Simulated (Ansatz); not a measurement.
Ga(PH3)Cl3 (GaPH₃Cl₃), relaxed as a singlet with RKS r2SCAN-D4/def2-SVP in Ansatz, starting from the GFN2-xTB geometry. Force threshold 0.02 eV/Å.

Start:

```tsv
atom	x (Å)	y (Å)	z (Å)
Ga1	0.4326	1.4028	-0.5759
P2	-0.3494	-1.1068	0.4484
H3	-1.4552	-1.2233	1.2700
H4	0.5227	-1.8120	1.2564
H5	-0.6668	-2.1560	-0.3942
Cl6	0.6101	2.3816	1.2703
Cl7	-1.2739	1.7611	-1.7405
Cl8	2.1799	0.7526	-1.5344
```

(1) Estimate the energy that the relaxation releases and the steps that it takes.

(2) Does the start keep its bonding and symmetry?

(3) Predict the relaxed structure.

## Answers

(1) 0.26 eV, in 4 steps; 10 s on 2 threads of AMD EPYC 7R13 on a shared host. No frequencies were taken in this run, so the end may be a saddle point.

(2) By distances, no bond broke or formed. The bond that changes most is Ga1–P2, from 2.82 to 2.49 Å (atoms count from 1).

(3) 
```xyz
8

Ga    0.368    1.200   -0.494
P    -0.316   -1.014    0.414
H    -1.468   -1.056    1.237
H     0.617   -1.686    1.241
H    -0.623   -2.039   -0.514
Cl    0.585    2.298    1.355
Cl   -1.349    1.665   -1.720
Cl    2.185    0.631   -1.518
```
Bond lengths: 3 × Cl–Ga 2.16 Å; 1 × Ga–P 2.49 Å; 3 × H–P 1.42 Å.
